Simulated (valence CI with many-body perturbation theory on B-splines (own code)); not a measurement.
# Ru XII: what the settings do

Calculated by relativistic CI+MBPT: five valence electrons over a frozen Dirac-Fock core [Ar] 3d10, radial functions for each j: 6 s, 6 p, 5 d, 3 f, 1 g, with the one-electron correlation potential Σ1 (screened to all orders), the two-electron term Σ2, the three-electron term Σ3, Breit, model QED; selected single and double excitations, second order for the rest, scaled by the run's own slope (own B-spline code, finite nucleus).

No measured levels were compared; by estimate levels hold to about 250 cm⁻¹ or 0.2 % of their energy and the worst to 1 %, as in measured heavy ions of charge 2 to 7; those with d or f electrons hold less well. Among the levels kept, up to 870 cm⁻¹ of a level comes from second order outside the variational space, and about a tenth of that is noise between levels of different J, which matters for small intervals.

The reference run has the lowest level 4s²4p³ ⁴S°_3/2 and an ionisation energy of 245.768 eV. Its largest variational space holds 9994 state functions.

Names give the largest LS component (configuration and term), which can be under half, so a name can repeat, a term be missing and a line seem to break the LS rules; names also repeat where a configuration has a term twice.

Changed runs:
A. core polarisation of operators on → off
B. correlating orbitals by l 3 3 3 2 1 → 4 4 3 0 0
C. box radius (bohr) 9.5507 → 6.85
D. start configuration 4s2 4p3 → 4s2 4p4 (bad on purpose)

Excitation energies of the reference run in cm⁻¹, and shifts in cm⁻¹:

```tsv
Level	Reference	A	B	C
4s²4p³ ²D°_3/2	32461	0	+568	-0.1
4s²4p³ ²D°_5/2	44222	0	+706	0
4s²4p³ ²P°_1/2	66435	0	+915	-0.2
4s²4p³ ²P°_3/2	89722	0	+765	-0.1
4s4p⁴ ⁴P_5/2	263554	0	-139	+0.3
4s4p⁴ ⁴P_3/2	284433	0	-171	+0.3
4s4p⁴ ⁴P_1/2	289742	0	-87	+0.3
4s4p⁴ ²D_3/2	324689	0	+451	+0.2
4s4p⁴ ²D_5/2	332458	0	+447	+0.2
4s4p⁴ ²S_1/2	367676	0	+932	+0.1
4s4p⁴ ²P_3/2	373466	0	+572	+0.1
4s4p⁴ ²P_1/2	405507	0	+697	+0.2
Ionisation energy (eV)	245.768	0	-0.106	+0.00013
```

No effect on these energies: A.

Run D: It gave no result: the electrons of core and valence do not add up to the charge. The program said: "core and valence hold 34 electrons, the ion has 33".
